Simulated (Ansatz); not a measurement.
(1) Predict a relaxed structure of the cluster Os4⁺, charge 1, doublet, at PBE-D4/def2-SVP (Ansatz).

Answers

(1) 
| atom | x (Å) | y (Å) | z (Å) |
| --- | --- | --- | --- |
| Os1 | -0.429 | 1.517 | 0.304 |
| Os2 | 1.174 | 0.506 | -0.971 |
| Os3 | 0.431 | -1.518 | -0.306 |
| Os4 | -1.176 | -0.505 | 0.973 |
 This is one stationary point.

In the def2 sets Os takes a core potential; there is no spin–orbit coupling. The charge 1 doublet is spin-contaminated (final ⟨S²⟩ up to 1.86, 0.75 for a pure state). The relaxation made no stability test and no search for a lower SCF solution. The structure comes from a short search, and lower isomers may exist.
